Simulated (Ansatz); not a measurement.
Correlation energies of CSe (`[C-]#[Se+]`) by basis set

Cartesian coordinates in Å:
```
C -0.648 0.248 0.466
Se 0.648 -0.248 -0.466
```

Charge 0, multiplicity 1. Correlated methods include outer-core shells of Se, which these sets cover unevenly. Scalar relativity is left out up to krypton. All single points use the PBE0-D4/def2-TZVP geometry. Frozen core, restricted reference, Ansatz 0.2.0.

```csv
basis,HF (Eh),MP2 corr.,CCSD corr.,(T),CCSD(T) total
def2-SVP,-2437.28158,-0.35340,-0.35666,-0.01829,-2437.65653
def2-TZVPP,-2437.62628,-0.40670,-0.40996,-0.02443,-2438.06067
def2-QZVPP,-2437.67475,-0.71806,-0.69582,-0.02965,-2438.40022
```
